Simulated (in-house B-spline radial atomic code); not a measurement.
Successive ionisation energies of barium; each step leads to the configuration of the next row (after the last: [Ar] 3d10 4s2 4p1). Dirac energy differences include first-order Breit, QED and recoil terms. NIST's values go from ground level to ground level; the uncertainty of those that are theory runs from under 0.1 % in few-electron ions to several per cent in heavy many-electron ones. Computed with an all-electron radial atomic-structure program (B-spline basis): Dirac-Hartree-Fock, average of the configuration, finite nuclei.

```
  ion      configuration  ionisation energy (eV)  tabulated value (eV)    tabulated kind  computed minus tabulated (eV)  highest orbital  largest mean radius (bohr)
Ba15+           [Kr] 4d5                   388.4                   390  tabulated theory                           -1.6            4d5/2                     0.72052
Ba16+           [Kr] 4d4                   419.7                   422  tabulated theory                           -2.3            4d5/2                     0.70997
Ba17+           [Kr] 4d3                   451.8                   455  tabulated theory                           -3.2            4d5/2                     0.69982
Ba18+           [Kr] 4d2                   484.5                   488  tabulated theory                           -3.5            4d5/2                     0.69005
Ba19+           [Kr] 4d1                   517.9                   520  tabulated theory                           -2.1            4d5/2                     0.68062
Ba20+  [Ar] 3d10 4s2 4p6                   652.1                   646  tabulated theory                            6.1            4p3/2                     0.65322
Ba21+  [Ar] 3d10 4s2 4p5                   687.2                   679  tabulated theory                            8.2            4p3/2                     0.64662
Ba22+  [Ar] 3d10 4s2 4p4                   722.8                   717  tabulated theory                            5.8            4p3/2                      0.6406
Ba23+  [Ar] 3d10 4s2 4p3                   758.9                   752  tabulated theory                            6.9            4p3/2                     0.63473
Ba24+  [Ar] 3d10 4s2 4p2                   795.5                   809  tabulated theory                          -13.5            4p3/2                     0.62899
```

Where a p, d or f electron is removed, the computed value is a mean over both j, so it misses the tabulated one by a part of the spin-orbit splitting; averaging over terms and missing correlation add to the gap, relatively most at low charge.
